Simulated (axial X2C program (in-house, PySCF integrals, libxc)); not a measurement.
**Which molecule has these constants?**

All values come from calculations with an in-house relativistic program for diatomic molecules, spin-free (one-electron X2C) or two-component (2c: spin–orbit coupling with atomic mean-field Coulomb and Gaunt terms, which also bring small scalar terms), in Dyall basis sets with cores contracted in-house; open shells are unrestricted.

A two-component PBE0 calculation in a Dyall 3-zeta basis gave Re = 2.288 Å, ωe = 328.1 cm⁻¹, De = 0.42 eV, Ω = 2.

Which molecule is it?
A. LiF⁺
B. LiN⁺
C. LiO⁺
D. LiC⁺
E. LiBe⁺

D. The others have LiF⁺ 2.025 Å and 307.3 cm⁻¹ (Ω = 3/2); LiN⁺ 2.221 Å and 270.7 cm⁻¹ (Ω = 3/2); LiBe⁺ 2.595 Å and 331.4 cm⁻¹ (Ω = 0); LiO⁺ 2.073 Å and 362.5 cm⁻¹ (Ω = 1).

Each entry is the lowest single determinant of a limited PBE0 search at one distance. De goes to single-determinant-based atoms at the same level (for ions the charge split of lowest energy) and is withheld (n/a) where an atom does not fit its ground term or J level. Main or longest-lived isotopes. One determinant is a doubtful description, or other states lie close, for LiC⁺, LiF⁺, LiN⁺, LiO⁺; these need not be ground states, and all values refer to the states named. Some open-shell Ω = 0 determinants are out of reach, so the Ω given for LiC⁺, LiO⁺ need not be the lowest component. With several unpaired electrons the Ω given is that of one determinant, not necessarily of the lowest component. Some light 2c atoms are not at their ground J level, so De misses part of their lowering (0.04 eV or less). The functionals have no current term, which raises determinants with orbital currents. Where the atoms have a lower orbital projection than the molecule, De at mean-field level may be about a tenth of an eV too small.
